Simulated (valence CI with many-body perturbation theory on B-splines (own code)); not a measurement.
Values are calculated unless marked as measured or tabulated.
Sensitivity of CI+MBPT for Pm³⁸⁺

Level of theory: relativistic CI+MBPT: five valence electrons over a frozen Dirac-Fock core [Ar], a basis of 6 s, 6 p, 5 d, 5 f, 1 g functions for each j, with the one-electron correlation potential Σ1 (screened to all orders), the two-electron term Σ2, the three-electron term Σ3, Breit, model QED; selected single and double excitations, second order for the rest, scaled by the run's own slope (own B-spline code, finite nucleus).

The last digits are not significant, and no measured levels were compared; by estimate large intervals hold to a few tenths of a per cent, small ones and those within an open d or f shell to about a per cent. Among the levels kept, up to 580 cm⁻¹ of a level comes from second order outside the variational space, and about a tenth of that is noise between levels of different J, which matters for small intervals. Only levels of the ground parity were solved; by the run's estimate the other parity begins above the list, which can be wrong where configurations are misplaced.

The reference run has the lowest level (3d3/2^4 3d5/2) J=5/2 and an ionisation energy of 2755.36 eV. Its largest variational space holds 9999 state functions.

Levels are named by their leading jj configuration (3d3/2^4 stands for four electrons in 3d with j = 3/2), which in mixed levels can hold well under half, so a name can repeat and another be missing. Letters in brackets count levels of one name in rising energy.

Changed runs:
A. cutoff of virtual states (hartree) 7442 → 6180; core polarisation of operators on → off
B. hole-hole ladder in Σ2 on → off
C. size limit of the variational space 10000 → 3000; natural orbitals for correlation on → off; second order for the rest on → off
D. factor on the speed of light 1 → 1.1 (bad on purpose)

Excitation energies of the reference run in cm⁻¹, and shifts in cm⁻¹:

| Level | Reference | A | B | C | D |
| --- | --- | --- | --- | --- | --- |
| (3d3/2^3 3d5/2^2) J=5/2 [a] | 154878 | -0.2 | -3325 | -573 | -28120 |
| (3d3/2^3 3d5/2^2) J=7/2 [a] | 231996 | -0.2 | -3196 | +659 | -29776 |
| (3d3/2^3 3d5/2^2) J=3/2 [a] | 239692 | -0.2 | +824 | -83 | -30862 |
| (3d3/2^3 3d5/2^2) J=11/2 | 242585 | -0.2 | -6824 | -639 | -29486 |
| (3d3/2^3 3d5/2^2) J=9/2 | 269574 | -0.2 | -4557 | +833 | -32506 |
| (3d3/2^3 3d5/2^2) J=5/2 [b] | 283685 | -0.2 | -1638 | +1025 | -36875 |
| (3d3/2^3 3d5/2^2) J=1/2 | 295023 | -0.2 | +2075 | -271 | -37747 |
| (3d3/2^3 3d5/2^2) J=7/2 [b] | 321304 | -0.2 | -958 | +1978 | -32111 |
| (3d3/2^2 3d5/2^3) J=5/2 [a] | 384253 | -0.4 | -1701 | +281 | -59899 |
| (3d3/2^3 3d5/2^2) J=3/2 [b] | 395366 | -0.2 | +5884 | +1689 | -42874 |
| (3d3/2^2 3d5/2^3) J=7/2 [a] | 426739 | -0.4 | -4865 | +237 | -65946 |
| (3d3/2^2 3d5/2^3) J=11/2 | 433355 | -0.4 | -10086 | -1160 | -65262 |
| Ionisation energy (eV) | 2755.36 | -0.00014 | -0.53 | -0.54 | +3.32 |
